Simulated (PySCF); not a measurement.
C3H10FOSi2 (doublet state).
Atom-mapped SMILES: `[CH2:1][C@@H:2]([CH3:3])[SiH2:4][O:5][SiH2:6][F:7]` (hydrogens: H8, H9 on C1; H10 on C2; H11, H12, H13 on C3; H14, H15 on Si4; H16, H17 on Si6)

Cartesian coordinates in Å at the GFN2-xTB level; atoms count from 1:
```
atom  x, y, z in Å
C1    -0.9576   -1.0792   -0.7935
C2    -0.9507    0.3749   -0.6935
C3    -2.3124    0.9773   -0.3612
Si4    0.3268    0.7680    0.7103
O5     1.7755    0.1327    0.3358
Si6    2.8026   -0.9105   -0.3280
F7     2.5890   -0.8662   -1.9186
H8    -0.2514   -1.5902   -1.4176
H9    -1.6174   -1.6633   -0.1810
H10   -0.5673    0.8170   -1.6177
H11   -3.0203    0.7812   -1.1654
H12   -2.2359    2.0536   -0.2233
H13   -2.7085    0.5434    0.5539
H14   -0.1001    0.1313    1.9538
H15    0.6084    2.1971    0.8448
H16    2.4845   -2.2684    0.0679
H17    4.1280   -0.3866   -0.0708
```

The hyperfine couplings belong to this conformer and change with its torsions.

Computed, not measured: UKS B3LYP, pcH-1 on C F H O Si, non-relativistic, mean-field spin-orbit, GIAO in PySCF 2.14.0. One conformer (not necessarily the lowest) at the GFN2-xTB geometry, without solvent, vibrations or thermal averaging. A GFN2-xTB geometry isn't a minimum of the functional, and hyperfine couplings can be far from their values at a DFT geometry. The SCF solution wasn't tested for stability.

(1) The isotropic 13C couplings are +80.4, +32.1, -27.5 MHz. Assign them to C1; C2; C3.

(2) The isotropic 29Si couplings are -151.2, -0.9 MHz. Assign them to Si4; Si6.

## Answers

(1) 
| site | a_iso (MHz) | ρ(0) (bohr⁻³) | position | distance from C1 (Å) | spin population | largest \|T\| (MHz) |
| --- | --- | --- | --- | --- | --- | --- |
| C1 | +80.4 | +0.0716 | largest spin population | 0.00 | +1.00 | 149.0 |
| C2 | -27.5 | -0.0245 | 1 bond from C1 | 1.46 | -0.07 | 4.8 |
| C3 | +32.1 | +0.0285 | 2 bonds from C1 | 2.50 | +0.02 | 4.8 |

(2) 
```
site  a_iso (MHz)  ρ(0) (bohr⁻³)         position  distance from C1 (Å)  spin population  largest |T| (MHz)
 Si4       -151.2        +0.1703  2 bonds from C1                  2.71            +0.08               23.0
 Si6         -0.9        +0.0011  4 bonds from C1                  3.79             0.00                0.5
```

ρ(0) is the spin density at the nucleus and T the dipolar tensor; a_iso includes a spin–orbit part; entries for several nuclei are means. Largest spin populations (Mulliken): C1 (+1.00), Si4 (+0.08) and C2 (-0.07). No atom but C1 exceeds +0.15. The positive populations add up to 1.16 and the negative ones to -0.16, together 2S = 1. The angles at C1 add up to 359.8°, so it is planar; its axial dipolar tensor and the negative couplings of its protons fit spin in a p orbital normal to that plane.

β density exceeds α density at some nuclei, such as C2 (-0.0245), H8/H9 (-0.0133) and O5 (-0.0010), spin density in bohr⁻³. In a single determinant that takes different orbitals for the two spins, that is spin polarisation.

Nuclei that the bonding pattern makes equivalent are averaged, as if the motion that swaps them (rotation, inversion, ring flip) were fast.
